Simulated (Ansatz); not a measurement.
`[CH3][Al]([Cl])[Br]` + `B/C(C)=C/F` → `[F][Al]([Cl])[Br]` + `B/C(C)=C/C`  (redistribution)

Calculated with Ansatz (gas phase, PBE0-D4/def2-TZVP geometries, no zero-point term in ΔE). CCSD(T)/CBS is the MP2 limit (def2-TZVPP, def2-QZVPP) plus CCSD(T) − MP2 in def2-TZVPP, frozen cores. Double bonds are as drawn, so ΔE can hold a change between cis and trans. Functionals use def2-TZVPP. B3LYP here is the variant with VWN-RPA as its local correlation; programs differ in this. For Br outer-core shells are correlated without core-valence functions, which leaves a few kJ/mol of doubt a bond. Scalar relativity is left out up to krypton.

`[CH3][Al]([Cl])[Br]`:

Z-matrix (Å, degrees):
```
C
Al 1 1.929
H 1 1.091 2 111.8
H 1 1.094 2 110.3 3 121.0
H 1 1.094 2 110.3 3 -121.0
Cl 2 2.091 1 121.0 3 179.9
Br 2 2.249 1 122.4 3 -0.1
```

`B/C(C)=C/F`:

```xyz
11

B     1.111    1.078   -0.314
C     0.085   -0.025   -0.073
C    -1.095    0.108    0.843
C     0.328   -1.147   -0.761
F    -0.443   -2.228   -0.694
H     2.023    0.883   -1.065
H     1.021    2.137    0.237
H    -0.764    0.349    1.856
H    -1.736    0.932    0.519
H    -1.698   -0.799    0.885
H     1.167   -1.289   -1.434
```

`[F][Al]([Cl])[Br]`:

Z-matrix (Å, degrees):
```
Al
F 1 1.633
Br 1 2.220 2 119.2
Cl 1 2.066 2 119.0 3 180.0
```

`B/C(C)=C/C`:

Z-matrix (Å, degrees):
```
C
C 1 1.505
H 1 1.095 2 111.6
H 1 1.095 2 111.6 3 119.0
H 1 1.090 2 111.4 3 -120.5
C 2 1.351 1 120.2 3 -59.4
B 2 1.529 1 122.9 3 120.6
C 6 1.488 2 125.0 1 -0.0
H 6 1.087 2 117.6 1 -180.0
H 7 1.200 2 121.6 1 0.0
H 7 1.199 2 119.3 1 -180.0
H 8 1.096 6 110.7 2 -58.7
H 8 1.089 6 112.4 2 179.9
H 8 1.096 6 110.8 2 58.6
```

```tsv
level	ΔE (kJ/mol)	difference from CCSD(T)/CBS
r2SCAN-D4	-176.2	16.2
PBE0-D4	-173.0	19.4
B3LYP-D4	-180.2	12.2
ωB97X-V	-177.6	14.8
B2PLYP	-185.0	7.4
PBE	-163.7	28.7
r2SCAN	-175.6	16.8
PBE0	-171.3	21.1
B3LYP	-176.7	15.7
HF/def2-TZVPP	-187.6	4.8
SCS-MP2/def2-TZVPP	-194.9	-2.5
HF/def2-QZVPP	-190.4	2.0
MP2/def2-QZVPP	-200.8	-8.4
HF/CBS(def2)	-190.8	1.6
MP2/CBS(def2)	-201.8	-9.4
CCSD/CBS(def2)	-194.0	-1.6
CCSD(T)/CBS	-192.4	0
```

Largest T1 diagnostic among the species: 0.012.

From PBE to PBE0 (25 % exact exchange), in def2-TZVPP and without D4, ΔE moves by −7.5 kJ/mol. The D4 term adds −3.5 kJ/mol with B3LYP and −1.8 kJ/mol with PBE0; it sums over pairs of atoms, weighted by their polarisabilities, and B3LYP, whose exchange is more repulsive, gets the larger term.
